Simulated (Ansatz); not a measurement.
Gas-phase electronic energies from Ansatz, PBE0-D4/def2-TZVP geometries. CBS: MP2 limit from def2 TZ/QZ plus the TZ coupled-cluster correction, frozen cores. This one scheme is used for every species. DFT in def2-TZVPP. B3LYP here is the variant with VWN-RPA as its local correlation; programs differ in this. For Ga outer-core shells are correlated without core-valence functions, which leaves a few kJ/mol of doubt a bond. Scalar relativity is left out up to krypton. Each species was taken in one conformer, which may not be the lowest.

`[AlH2][O]B1CC1` + `[CH3][GaH2]` → `[CH3][GaH][B]1CC1` + `[OH][AlH2]`  (formal exchange of groups at a B–O bond)

```
             level  ΔE (kcal/mol)  difference from CCSD(T)/CBS
            PBE-D4           24.7                         -0.7
         r2SCAN-D4           26.4                          1.0
           PBE0-D4           25.9                          0.5
          B3LYP-D4           28.3                          2.9
           ωB97X-V           27.4                          2.0
           ωB97M-V           28.1                          2.7
            B2PLYP           28.1                          2.7
               PBE           25.0                         -0.4
            r2SCAN           26.5                          1.1
    MP2/def2-TZVPP           26.1                          0.7
SCS-MP2/def2-TZVPP           27.1                          1.7
CCSD(T)/def2-TZVPP           26.1                          0.7
    MP2/def2-QZVPP           25.9                          0.5
SCS-MP2/def2-QZVPP           27.0                          1.6
      HF/CBS(def2)           33.4                          8.0
    CCSD/CBS(def2)           26.1                          0.7
       CCSD(T)/CBS           25.4                            0
```

Largest T1 diagnostic among the species: 0.013.

In def2-TZVPP, CCSD(T) changes the Hartree–Fock value by −6.8 kcal/mol (the triples alone add −0.7 kcal/mol) and MP2 by −6.8 kcal/mol. From PBE to PBE0 (25 % exact exchange), in def2-TZVPP and without D4, ΔE moves by +1.2 kcal/mol.
